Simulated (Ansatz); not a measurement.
`CB[SiH2]CC` + `O[SiH](O)F` → `CBO[SiH](O)F` + `CC[SiH3]`  (cleavage of the B–Si bond)

Computed with Ansatz on PBE0-D4/def2-TZVP structures; ΔE is electronic, products minus reactants. CCSD(T)/CBS adds triple-zeta CCSD(T) − MP2 to the extrapolated MP2 energy (def2 sets, frozen cores). This one scheme is used for every species. DFT in def2-TZVPP. Each species was taken in one conformer, which may not be the lowest.

`CB[SiH2]CC`:

```xyz
16

C     0.411    1.086   -1.961
B     0.050   -0.411   -1.753
Si   -0.781   -1.175   -0.078
C    -0.664   -0.054    1.433
C     0.772    0.159    1.904
H     1.291    1.243   -2.591
H    -0.432    1.481   -2.556
H     0.481    1.703   -1.064
H     0.193   -1.150   -2.691
H    -2.218   -1.451   -0.395
H    -0.158   -2.495    0.248
H    -1.268   -0.483    2.239
H    -1.130    0.906    1.185
H     0.821    0.823    2.771
H     1.241   -0.787    2.188
H     1.392    0.603    1.119
```

`O[SiH](O)F`:

```xyz
7

O    -0.737   -1.142   -0.013
Si    0.254    0.127   -0.264
O    -0.437    1.455    0.350
F     1.646   -0.197    0.444
H    -0.363   -2.024   -0.019
H     0.546    0.395   -1.679
H    -0.909    1.386    1.181
```

`CBO[SiH](O)F`:

Z-matrix (Å, degrees):
```
C
B 1 1.557
H 1 1.091 2 113.8
H 1 1.096 2 109.8 3 -122.3
H 1 1.096 2 110.0 3 122.6
O 2 1.360 1 120.6 3 0.1
H 2 1.207 1 121.3 3 -179.8
Si 6 1.635 2 133.2 1 178.8
O 8 1.619 6 110.4 2 131.8
F 8 1.589 6 105.8 2 -108.6
H 8 1.467 6 113.0 2 10.8
H 9 0.958 8 119.7 6 49.7
```

`CC[SiH3]`:

```xyz
11

C     1.169    0.589   -0.553
C    -0.249    0.668    0.004
Si   -0.942   -0.997    0.520
H     1.543    1.574   -0.843
H     1.215   -0.053   -1.436
H     1.864    0.178    0.184
H    -0.928    1.105   -0.736
H    -0.283    1.335    0.873
H    -0.088   -1.610    1.575
H    -0.976   -1.927   -0.643
H    -2.325   -0.860    1.055
```

Problem. Is it downhill or uphill in electronic energy at CCSD(T)/CBS, and by how much? (An estimate is asked.)

Solution. Ansatz gave: Downhill: ΔE = -161.9 kJ/mol.

Problem. What do these levels give: PBE-D4, r2SCAN-D4, PBE, CCSD/def2-TZVPP, HF/def2-QZVPP, CCSD/CBS(def2)? (An estimate is asked.)

Solution. Computed: PBE-D4 -150.9, r2SCAN-D4 -161.7, PBE -153.3, CCSD/def2-TZVPP -166.0, HF/def2-QZVPP -185.0, CCSD/CBS(def2) -163.5 kJ/mol.

Largest T1 diagnostic among the species: 0.012.

From PBE to PBE0 (25 % exact exchange), in def2-TZVPP and without D4, ΔE moves by −3.8 kJ/mol. The D4 term adds +3.7 kJ/mol with B3LYP and +2.3 kJ/mol with PBE0; it sums over pairs of atoms, weighted by their polarisabilities, and B3LYP, whose exchange is more repulsive, gets the larger term. In def2-TZVPP, CCSD(T) changes the Hartree–Fock value by +19.2 kJ/mol (the triples alone add +1.5 kJ/mol) and MP2 by +15.7 kJ/mol.

B3LYP here is the variant with VWN-RPA as its local correlation; programs differ in this.
